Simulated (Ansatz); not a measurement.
Stepwise reaction of `[OH][Al]([SH])[SH]` with hydrogen chloride, as a gas-phase model of exchange steps in deposition or etching. ΔE in kJ/mol; ΔG adds harmonic PBE0-D4 terms to CCSD(T)/CBS, at 1 bar.

Gas-phase electronic energies from Ansatz, PBE0-D4/def2-TZVP geometries. CCSD(T)/CBS is the MP2 limit (def2-TZVPP, def2-QZVPP) plus CCSD(T) − MP2 in def2-TZVPP, frozen cores. This one scheme is used for every species. DFT in def2-TZVPP. B3LYP here is the variant with VWN-RPA as its local correlation; programs differ in this. One conformer a species, not always the lowest.

```
step                                                 reaction  PBE-D4  B3LYP-D4  ωB97M-V  CCSD(T)/CBS  ΔG(500 K)
   1  `[OH][Al]([SH])[SH]` + HCl → `[OH][Al]([SH])[Cl]` + H₂S   -47.8     -54.1    -54.8        -52.4      -52.3
```

(1) Give the row of step 2, `[OH][Al]([SH])[Cl]` + HCl → `[OH][Al]([Cl])[Cl]` + H₂S. (Best estimate.)

(2) By hand: ΔE of the 2 steps together at CCSD(T)/CBS.

Answers

(1) The calculation gave: 
| step | reaction | PBE-D4 | B3LYP-D4 | ωB97M-V | CCSD(T)/CBS | ΔG(500 K) |
| --- | --- | --- | --- | --- | --- | --- |
| 2 | `[OH][Al]([SH])[Cl]` + HCl → `[OH][Al]([Cl])[Cl]` + H₂S | -38.5 | -45.1 | -45.6 | -44.4 | -47.6 |

(2) (-52.4) + (-44.4) = -96.8 kJ/mol, or -48.4 kJ/mol a step.

In ΔE each step is higher than the one before. All are downhill at CCSD(T)/CBS. ΔG lies between -52.3 and -47.6 kJ/mol a step. PBE-D4 differs from CCSD(T)/CBS by 4.6 to 5.9 kJ/mol a step. Isolated molecules leave out the surface, adducts and barriers. Largest T1 diagnostic: 0.012.
